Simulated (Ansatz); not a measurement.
```yaml
crystal:
  periodic: [false, false, false]
  atoms:
    - {symbol: N, position_ang: [0.551205, 1.216412, -1.085435]}
    - {symbol: C, position_ang: [0.457253, 0.489156, -0.054702]}
    - {symbol: O, position_ang: [1.285905, 0.703265, 0.985042]}
    - {symbol: Si, position_ang: [-0.752500, -0.944990, 0.251778]}
    - {symbol: H, position_ang: [-0.125657, 0.956090, -1.795603]}
    - {symbol: H, position_ang: [1.859618, 1.445138, 0.735391]}
    - {symbol: H, position_ang: [-1.602204, -1.052761, -0.960222]}
    - {symbol: H, position_ang: [0.002638, -2.204001, 0.464106]}
    - {symbol: H, position_ang: [-1.587758, -0.654510, 1.442645]}
basis:
  gaussian: {orbitals: STO-3G}
magnetization: {spin_polarized: true, initial_magnetization: 4}
hamiltonian: {xc: {name: PBE-QIDH}}
scf: {lower_state_search: light}
output: {forces: true}
```

```sh
$ ansatz run in.yaml --threads 2 --pin off --events-out ev --progress --plain --max-ram 4352MiB
```

It prints (some lines left out):

```
Functional definition: PBE-QIDH
376 factors; integrals over basis functions are off by at most 3.2e-5 eV
mean field evaluation 1: about -12343.8580 eV, gradient 1.0e1 eV
mean field evaluation 2: about -12344.0036 eV, gradient 1.0e1 eV
mean field evaluation 4: about -12346.1690 eV, gradient 2.8e0 eV
mean field evaluation 8: about -12346.8370 eV, gradient 4.7e-1 eV
mean field evaluation 16: about -12346.8404 eV, gradient 1.8e-3 eV
mean field -12346.84044260 eV, -453.7380172766 hartree, gradient 1.4e-6 eV, S^2 6.007185; 0 other end points of the search recorded, 0 dependent functions left out
8 core orbitals not correlated: weight in the atoms' cores, before any rotation towards them, 1.000 or more for the frozen orbitals, at most 0.000 for the correlated occupied ones
reference -12346.84044904 eV, -453.7380175133 hartree; 14, 10 occupied and 7, 11 virtual orbitals, 376 factors
second order -4.56740453 eV of doubles, -0.00000000 eV of singles
Total energy: -12348.36291722 eV, -453.7939671868 hartree
Atom 0 at     0.551205     1.216412    -1.085435 Å, force     2.923086     9.375485   -10.407515 eV/Å
Atom 1 at     0.457253     0.489156    -0.054702 Å, force     6.782526     1.934181     8.274529 eV/Å
Atom 2 at     1.285905     0.703265     0.985042 Å, force     0.003447    -1.539733     2.523555 eV/Å
Atom 3 at    -0.752500    -0.944990     0.251778 Å, force    -8.333323   -10.029005     2.343534 eV/Å
Atom 4 at    -0.125657     0.956090    -1.795603 Å, force    -2.112134    -0.716509    -2.376877 eV/Å
Atom 5 at     1.859618     1.445138     0.735391 Å, force     1.753327     2.101872    -0.494576 eV/Å
Atom 6 at    -1.602204    -1.052761    -0.960222 Å, force     0.287455    -0.386073     1.080686 eV/Å
Atom 7 at     0.002638    -2.204001     0.464106 Å, force    -1.168650     0.135424    -0.153755 eV/Å
Atom 8 at    -1.587758    -0.654510     1.442645 Å, force    -0.135734    -0.875641    -0.789580 eV/Å
Dipole moment:     0.276480     0.461324    -0.287526 e Å
```

Q: What is wrong with this run?

A: The spin is set far too high for this molecule. Self-consistency was reached. The result belongs to that input, not to the molecule as meant.
